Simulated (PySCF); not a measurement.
Geometry:
| atom | x (Å) | y (Å) | z (Å) |
| --- | --- | --- | --- |
| Al1 | 0.743 | 1.897 | 0.004 |
| Cl2 | 1.521 | 3.834 | 0.014 |
| S3 | -0.377 | 1.360 | 1.783 |
| Al4 | -1.015 | -0.709 | 1.615 |
| Cl5 | -1.996 | -1.471 | 3.293 |
| S6 | -0.818 | -2.132 | -0.013 |
| Al7 | 0.299 | -1.207 | -1.626 |
| Cl8 | 0.591 | -2.408 | -3.307 |
| S9 | 1.185 | 0.766 | -1.790 |

Geometry: PBE0-D3(BJ)/def2-SVP; GIAO absolute shieldings from PySCF 2.14.0 with density-fitted response routines, gas phase, non-relativistic, averaged over equivalent atoms.

At PBE/pcSseg-1 (pcSseg-2 on Al) (273 basis functions, 88 s wall time on 1 thread of an Arm Neoverse N1, shared host):
| atoms | σ (ppm) |
| --- | --- |
| Al1/Al4/Al7 | 355.6 |
| Cl2/Cl5/Cl8 | 845.7 |
| S3/S6/S9 | 641.2 |

**Question.** Estimate the result of repeating the calculation with PBE0/pcSseg-1 (pcSseg-2 on Al).

**Answer.** 
```
      atoms  σ at PBE0/pcSseg-1 (pcSseg-2 on Al)  change
Al1/Al4/Al7                                369.3   +13.7
Cl2/Cl5/Cl8                                881.9   +36.2
   S3/S6/S9                                683.7   +42.5
```

The largest change is at S3/S6/S9 (sulfur bonded to 2 Al). Cost: 273 basis functions, 120 s wall time on 1 thread of an Arm Neoverse N1, shared host.
